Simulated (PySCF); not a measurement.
# Bond lengths and vibrations by method: AlBH2NO

Calculated results; nothing here was measured. They come from PySCF 2.14.0, an open-source quantum chemistry program, on an isolated molecule that a program drew, which may never have been made. The molecule is AlBH2NO (charge 0, doublet), drawn as the SMILES string `B=[N][Al][OH]`.

The geometry was optimised and harmonic frequencies were computed with HF and MP2, all in the cc-pV(D+d)Z basis, for the commonest isotopes, with a restricted reference for singlets and an unrestricted one otherwise, and a frozen core in MP2. Each result is a local minimum of its method.

Geometry at the HF minimum:
```xyz
6
AlBH2NO, angstrom
B    -3.8366    1.7319   -1.0729
N    -2.6889    1.2437   -1.0571
Al   -0.9846    0.7393   -1.0485
O    -0.5781   -0.9012   -0.9390
H    -4.9207    2.1797   -1.0869
H    -1.1737   -1.6310   -0.8787
```

Lengths of the bonds as drawn, in Å (atoms numbered as above):
```
  bond     HF    MP2
 B1-N2  1.247  1.276
N2-Al3  1.777  1.805
Al3-O4  1.694  1.716
 B1-H5  1.173  1.181
 O4-H6  0.944  0.966
```

Rotational constants, in GHz:
| constant | HF | MP2 |
|---|---|---|
| A | 30.43 | 31.48 |
| B | 3.237 | 3.103 |
| C | 2.926 | 2.824 |

Harmonic frequencies in cm^-1, each column in rising order, so a row needn't be the same motion in every method:
| rank | HF | MP2 |
|---|---|---|
| 1 | 119 | 104 |
| 2 | 147 | 119 |
| 3 | 276 | 255 |
| 4 | 382 | 356 |
| 5 | 592 | 578 |
| 6 | 682 | 655 |
| 7 | 825 | 720 |
| 8 | 835 | 732 |
| 9 | 885 | ? |
| 10 | 1942 | 1792 |
| 11 | 2978 | 2896 |
| 12 | 4197 | 3898 |

**Estimate the missing MP2 frequency from the HF column.**

A single factor s that minimises the squared misfit of MP2 against s times HF over the other rows is sum(HF x MP2) / sum(HF^2) = 0.9385, with an rms misfit of 42 cm^-1. For rank 9 it gives 0.9385 x 885 = 831 cm^-1. The calculation gives 852 cm^-1, 21 cm^-1 above the estimate. The drawn bonds are on average 1.6 % longer in MP2 than in HF.
